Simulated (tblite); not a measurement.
Species: C4H8F2O2Si.
Atom-mapped SMILES: `[CH2:1]=[C:2]([O:3][CH2:4][SiH3:5])[O:6][CH:7]([F:8])[F:9]` (hydrogens: H10, H11 on C1; H12, H13 on C4; H14, H15, H16 on Si5; H17 on C7)

Structure optimised with GFN2-xTB, isolated species.

Q: What internal coordinates does the optimisation give?

A: 
| bond | length (Å) | order |
| --- | --- | --- |
| C1=C2 | 1.324 | double |
| C2–O3 | 1.351 | single |
| O3–C4 | 1.424 | single |
| C4–Si5 | 1.913 | single |
| C2–O6 | 1.384 | single |
| O6–C7 | 1.352 | single |
| C7–F8 | 1.341 | single |
| C7–F9 | 1.356 | single |
| C1–H10 | 1.071 | single |
| C1–H11 | 1.071 | single |
| C4–H12, C4–H13 | 1.094 | single |
| Si5–H14, Si5–H15, Si5–H16 | 1.462 | single |
| C7–H17 | 1.104 | single |

Bonds in one row agree within 0.01 Å and their mean is given. Orders are formal, as drawn. A selection of angles:
| angle | degrees |
| --- | --- |
| C1–C2–O3 | 128.9 |
| C1–C2–O6 | 118.9 |
| O3–C2–O6 | 112.2 |
| C2–O3–C4 | 118.0 |
| O3–C4–Si5 | 104.4 |
| C2–O6–C7 | 118.4 |
| O6–C7–F8 | 107.6 |
| O6–C7–F9 | 111.7 |
| F8–C7–F9 | 105.9 |

Dihedral angles: C1–C2–O3–C4 -3° (synperiplanar); C2–O3–C4–Si5 180° (antiperiplanar); C1–C2–O6–C7 -176° (antiperiplanar); C2–O6–C7–F8 162° (antiperiplanar). The mirror-image conformer, all signs reversed, is as good.

The 4 C–O bonds span 1.351 Å (C2–O3, drawn single) to 1.424 Å (O3–C4, drawn single), a spread of 0.073 Å. O3 (ether oxygen) is bent (angle 118.0°). Si5 (SiH3 silicon) is tetrahedral (angles from 107.2° to 112.1°). Of the pairs four or more bonds apart, O3···H17 is among the closest relative to their van der Waals radii: 2.33 Å, 86 % of the sum of Bondi's values.

Point group: C1 (no symmetry element, even within 0.4 Å). Its GFN2-xTB frequencies are all real (lowest 33 cm⁻¹). One conformer, not necessarily the lowest. 2 starts were optimised and ended at 0.00 and 2.91 kcal/mol (GFN2-xTB); the lowest of these is shown.

These are computed values.
